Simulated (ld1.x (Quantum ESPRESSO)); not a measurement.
# ruthenium (Ru): excitation energies, all-electron against TM

Ru, norm-conserving Troullier–Martins (Kleinman–Bylander form), made with ld1.x (Quantum ESPRESSO) 7.5 (PBE, scalar-relativistic). Core [Ar] 3d10, reference 4s2 4p6 4d6 5s0 5p0 (charge +2). Waves: 4s (bound): rc 1.30 bohr; 4p (bound): rc 1.65 bohr; 4d (bound): rc 1.60 bohr. Local part: the d channel. Core correction: a·sin(br)/r model core inside 1.25 bohr.

Energies are relative to the spin-unpolarised reference configuration 4s2 4p6 4d6 5s0 5p0; without spin polarisation the order of configurations can differ from experiment. The frozen-core shift is the all-electron ΔE with the core orbitals held at their reference shape minus the fully relaxed ΔE.

```
  valence configuration  charge  ΔE all-electron (eV)  error AE − PS (meV)  frozen-core shift (meV)
    4s2 4p6 4d7 5s1 5p0       0               -25.479                  +68                     -0.1
    4s2 4p6 4d7 5s0 5p0      +1               -18.186                 +0.7                     +1.7
    4s2 4p6 4d5 5s0 5p0      +3                30.623                 +0.2                     -1.0
4s2 4p6 4d7.5 5s0.5 5p0       0               -25.796                  +30                     +1.4
    4s2 4p6 4d4 5s0 5p0      +4                75.135                  +11                     +1.9
```

Problem. What are ΔE and the potential's error for 4s2 4p5 4d7 5s1 5p0?

Solution. ΔE = 26.912 eV all-electron; the error (AE − PS) is +79 meV.

Problem. What are ΔE and the potential's error for 4s2 4p6 4d6 5s1 5p0?

Solution. ΔE = -15.367 eV all-electron; the error (AE − PS) is +111 meV.

Levels in the configuration 4s2 4p6 4d4 5s0 5p0:

| level | all-electron (eV) | pseudo (eV) |
| --- | --- | --- |
| 4s | -127.088 | -127.030 |
| 4p | -96.406 | -96.375 |
| 4d | -51.881 | -51.854 |

A variational frozen-core shift is positive and of second order in the change. This column holds negative values, so the frozen-core run of ld1.x carries numerical noise or an error of first order here, and the column gives no more than the rough size of the effect.
